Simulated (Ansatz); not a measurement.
Reaction (ligand exchange at a B–C bond): `BC[SiH3]` + `C[SiH2]O` → `BO[SiH2]C` + `C[SiH3]`

Calculated with Ansatz (gas phase, PBE0-D4/def2-TZVP geometries, no zero-point term in ΔE). CCSD(T)/CBS adds triple-zeta CCSD(T) − MP2 to the extrapolated MP2 energy (def2 sets, frozen cores). This one scheme is used for every species. Functionals use def2-TZVPP. Each species was taken in one conformer, which may not be the lowest.

`BC[SiH3]`:

```xyz
10

B    -0.264   -0.946   -1.172
C    -0.585    0.371   -0.458
Si    0.527    0.432    1.077
H     0.627   -1.006   -1.970
H    -0.850   -1.952   -0.889
H    -1.601    0.446   -0.061
H    -0.322    1.276   -1.015
H     1.962    0.435    0.692
H     0.231    1.678    1.832
H     0.275   -0.733    1.964
```

`C[SiH2]O`:

Z-matrix (Å, degrees):
```
C
Si 1 1.863
H 1 1.093 2 111.0
H 1 1.094 2 110.2 3 119.8
H 1 1.093 2 111.5 3 -120.7
O 2 1.652 1 112.6 3 57.7
H 2 1.492 1 108.9 3 -179.5
H 2 1.483 1 110.6 3 -59.4
H 6 0.957 2 117.7 1 68.6
```

`BO[SiH2]C`:

```xyz
11

B    -0.248   -1.464    1.704
O    -0.687   -0.612    0.760
Si   -0.045    0.779    0.114
C     0.181    0.542   -1.712
H     0.806   -1.267    2.253
H    -0.932   -2.412    1.973
H    -1.012    1.870    0.396
H     1.248    1.075    0.789
H     0.562    1.459   -2.169
H     0.894   -0.261   -1.917
H    -0.768    0.291   -2.191
```

`C[SiH3]`:

Z-matrix (Å, degrees):
```
C
Si 1 1.871
H 1 1.092 2 110.8
H 1 1.092 2 110.8 3 -120.0
H 1 1.092 2 110.8 3 120.0
H 2 1.488 1 110.7 3 -179.9
H 2 1.488 1 110.7 3 -59.9
H 2 1.488 1 110.7 3 60.1
```

```json
{"level": "PBE0-D4", "ΔE (kcal/mol)": "-28.4"}
{"level": "r2SCANh-D4", "ΔE (kcal/mol)": "-29.2"}
{"level": "BLYP", "ΔE (kcal/mol)": "-31.0"}
{"level": "LC-ωPBE", "ΔE (kcal/mol)": "-29.1"}
{"level": "MP2/def2-TZVPP", "ΔE (kcal/mol)": "-29.5"}
{"level": "CCSD(T)/def2-TZVPP", "ΔE (kcal/mol)": "-29.8"}
{"level": "HF/def2-QZVPP", "ΔE (kcal/mol)": "-32.9"}
{"level": "SCS-MP2/def2-QZVPP", "ΔE (kcal/mol)": "-30.1"}
```

What does CCSD(T)/CBS give? (Estimate.)

The calculation gave: -29.3 kcal/mol. The listed levels differ from it by 0.9, 0.1, -1.7, 0.2, -0.2, -0.5, -3.6, -0.8 kcal/mol.

Largest T1 diagnostic among the species: 0.012.

In def2-TZVPP, CCSD(T) changes the Hartree–Fock value by +3.0 kcal/mol (the triples alone add +0.3 kcal/mol) and MP2 by +3.3 kcal/mol. At CCSD(T), def2-SVP lies −5.3 kcal/mol from the extrapolated value and def2-TZVPP −0.5 kcal/mol. Leaving LDA and LC-ωPBE aside and taking each functional with its dispersion term where it has one, the values, not all of them listed here, spread over 3.6 kcal/mol, from CAM-B3LYP-D4 to revPBE-D4.
